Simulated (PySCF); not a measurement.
Potential energy curve for SMILES BN. The N1–B4 bond (N1 also carries H, H; B4 carries H, H) is stretched with both fragments frozen at the PBE0/def2-TZVP optimised geometry.

- UHF/cc-pVDZ (PySCF)
- UMP2 = MP2 on UHF/cc-pVDZ, 2 core orbitals frozen (PySCF)
- UKS-B3LYP/6-31G* = unrestricted B3LYP/6-31G*, spherical d in PySCF
- RMP2/6-31G* = restricted MP2 (frozen core)/6-31G*, spherical d (PySCF)
- UKS-BHandHLYP = unrestricted BHandHLYP/cc-pVDZ (PySCF 2.14.0)

Energies are in kJ/mol, each relative to the lowest point of its own curve near equilibrium.

```json
[
 {"R / Å": "1.12", "UHF": "273.2", "UMP2": "283.0", "UKS-B3LYP/6-31G*": "271.3", "RMP2/6-31G*": "285.1", "UKS-BHandHLYP": "259.2"},
 {"R / Å": "1.19", "UHF": "128.4", "UMP2": "135.5", "UKS-B3LYP/6-31G*": "129.0", "RMP2/6-31G*": "136.6", "UKS-BHandHLYP": "119.9"},
 {"R / Å": "1.23", "UHF": "75.3", "UMP2": "80.8", "UKS-B3LYP/6-31G*": "76.5", "RMP2/6-31G*": "81.5", "UKS-BHandHLYP": "69.2"},
 {"R / Å": "1.31", "UHF": "15.5", "UMP2": "18.1", "UKS-B3LYP/6-31G*": "16.6", "RMP2/6-31G*": "18.2", "UKS-BHandHLYP": "13.3"},
 {"R / Å": "1.33", "UHF": "8.2", "UMP2": "10.0", "UKS-B3LYP/6-31G*": "9.1", "RMP2/6-31G*": "10.0", "UKS-BHandHLYP": "6.7"},
 {"R / Å": "1.38", "UHF": "0.0", "UMP2": "0.0", "UKS-B3LYP/6-31G*": "0.0", "RMP2/6-31G*": "0.0", "UKS-BHandHLYP": "0.0"},
 {"R / Å": "1.42", "UHF": "2.0", "UMP2": "0.7", "UKS-B3LYP/6-31G*": "1.1", "RMP2/6-31G*": "0.7", "UKS-BHandHLYP": "3.0"},
 {"R / Å": "1.48", "UHF": "16.0", "UMP2": "12.7", "UKS-B3LYP/6-31G*": "13.3", "RMP2/6-31G*": "13.0", "UKS-BHandHLYP": "18.0"},
 {"R / Å": "1.54", "UHF": "39.5", "UMP2": "34.4", "UKS-B3LYP/6-31G*": "34.9", "RMP2/6-31G*": "35.1", "UKS-BHandHLYP": "42.2"},
 {"R / Å": "1.62", "UHF": "80.9", "UMP2": "73.7", "UKS-B3LYP/6-31G*": "73.3", "RMP2/6-31G*": "75.0", "UKS-BHandHLYP": "84.1"},
 {"R / Å": "1.70", "UHF": "129.3", "UMP2": "120.3", "UKS-B3LYP/6-31G*": "118.4", "RMP2/6-31G*": "122.2", "UKS-BHandHLYP": "132.4"},
 {"R / Å": "1.88", "UHF": "247.8", "UMP2": "235.6", "UKS-B3LYP/6-31G*": "228.9", "RMP2/6-31G*": "238.9", "UKS-BHandHLYP": "249.9"},
 {"R / Å": "2.09", "UHF": "383.6", "UMP2": "368.4", "UKS-B3LYP/6-31G*": "354.4", "RMP2/6-31G*": "372.7", "UKS-BHandHLYP": "383.1"},
 {"R / Å": "2.26", "UHF": "483.9", "UMP2": "466.3", "UKS-B3LYP/6-31G*": "445.8", "RMP2/6-31G*": "470.8", "UKS-BHandHLYP": "480.6"},
 {"R / Å": "2.50", "UHF": "540.0", "UMP2": "—", "UKS-B3LYP/6-31G*": "556.3", "RMP2/6-31G*": "589.8", "UKS-BHandHLYP": "599.6"},
 {"R / Å": "2.74", "UHF": "—", "UMP2": "—", "UKS-B3LYP/6-31G*": "632.1", "RMP2/6-31G*": "686.2", "UKS-BHandHLYP": "630.4"},
 {"R / Å": "3.03", "UHF": "—", "UMP2": "—", "UKS-B3LYP/6-31G*": "634.8", "RMP2/6-31G*": "775.5", "UKS-BHandHLYP": "—"},
 {"R / Å": "3.35", "UHF": "—", "UMP2": "—", "UKS-B3LYP/6-31G*": "628.0", "RMP2/6-31G*": "845.2", "UKS-BHandHLYP": "—"},
 {"R / Å": "3.76", "UHF": "—", "UMP2": "—", "UKS-B3LYP/6-31G*": "624.4", "RMP2/6-31G*": "897.8", "UKS-BHandHLYP": "—"},
 {"R / Å": "4.11", "UHF": "—", "UMP2": "—", "UKS-B3LYP/6-31G*": "623.5", "RMP2/6-31G*": "915.7", "UKS-BHandHLYP": "—"},
 {"R / Å": "4.83", "UHF": "—", "UMP2": "—", "UKS-B3LYP/6-31G*": "622.9", "RMP2/6-31G*": "895.9", "UKS-BHandHLYP": "—"}
]
```

At the longest distance, 4.83 Å, RMP2/6-31G* lies highest above its minimum (895.9 kJ/mol) and UKS-B3LYP/6-31G* lowest (622.9 kJ/mol).

The RMP2/6-31G* curve passes through a maximum at 4.11 Å and then falls by 19.8 kJ/mol up to the last usable point.

A dash means that the run gave no value there, or that the column was ended at a point which the program doubted or which failed a test of continuity chosen for this set; such a test can also cut sound points.

The unrestricted determinant behind UHF, UMP2 is spin-contaminated at 2.50 to 4.83 Å (<S²> up to 1.0, against 0.00 for a pure singlet). The unrestricted determinant behind UKS-B3LYP/6-31G*, UKS-BHandHLYP is spin-contaminated at 2.74 to 4.83 Å (<S²> up to 1.0, against 0.00 for a pure singlet). The restricted form behind RMP2/6-31G* keeps the bonding electrons paired and can't separate into open-shell fragments.
